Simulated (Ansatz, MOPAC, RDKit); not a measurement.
System: trihydroxy(silyl)silane, H6Si2O3, charge 0, multiplicity 1. SMILES: O[Si](O)(O)[SiH3]

Atoms: O1, Si2, O3, O4, Si5, H6, H7, H8, H9, H10, H11. Bonds: O1-Si2, O1-H6, Si2-O3, Si2-O4, Si2-Si5, O3-H7, O4-H8, Si5-H9, Si5-H10, Si5-H11.

Bond lengths (Å) and angles (degrees) optimised at UFF with RDKit; MMFF94 with RDKit; PM3 with MOPAC; PM6 with MOPAC; MNDO with MOPAC; MP2/6-31G* with Ansatz (a first-principles code), each started from the B3LYP-D3(BJ)/def2-TZVP structure (Ansatz) of the last column. A row stands for all coordinates that are equal there; 11 of 23 kinds are shown. 6-31G* holds six Cartesian d functions. No wavenumbers were computed at UFF, MMFF94, MNDO, MP2/6-31G*, so these may be saddle points.

| coordinate | UFF | MMFF94 | PM3 | PM6 | MNDO | MP2/6-31G* | B3LYP-D3(BJ)/def2-TZVP |
|---|---|---|---|---|---|---|---|
| O1-Si2 | 1.717 | 1.653 | 1.686 | 1.576 | 1.665 | 1.663 | 1.644 |
| O1-H6 | 0.990 | 0.971 | 0.944 | 0.898 | 0.932 | 0.971 | 0.961 |
| Si2-O3 | 1.716 | 1.653 | 1.686 | 1.576 | 1.665 | 1.662 | 1.640 |
| Si2-O4 | 1.717 | 1.653 | 1.691 | 1.576 | 1.665 | 1.674 | 1.652 |
| Si2-Si5 | 2.234 | 2.351 | 2.444 | 2.139 | 2.196 | 2.326 | 2.338 |
| O3-H7 | 0.990 | 0.971 | 0.945 | 0.898 | 0.932 | 0.973 | 0.962 |
| Si5-H9 | 1.470 | 1.490 | 1.486 | 1.498 | 1.374 | 1.485 | 1.482 |
| Si5-H10 | 1.470 | 1.490 | 1.486 | 1.498 | 1.374 | 1.488 | 1.484 |
| O1-Si2-O3 | 109.5 | 107.1 | 109.5 | 112.9 | 104.3 | 110.0 | 108.6 |
| O1-Si2-O4 | 109.5 | 107.1 | 105.0 | 112.9 | 104.3 | 103.0 | 104.3 |
| O1-Si2-Si5 | 109.5 | 111.7 | 109.8 | 105.8 | 114.2 | 113.1 | 113.5 |

Mean signed difference of all 10 bond lengths from B3LYP-D3(BJ)/def2-TZVP: UFF 0.016 Å, MMFF94 0.008 Å, PM3 0.019 Å, PM6 -0.055 Å, MNDO -0.050 Å, MP2/6-31G* 0.009 Å.
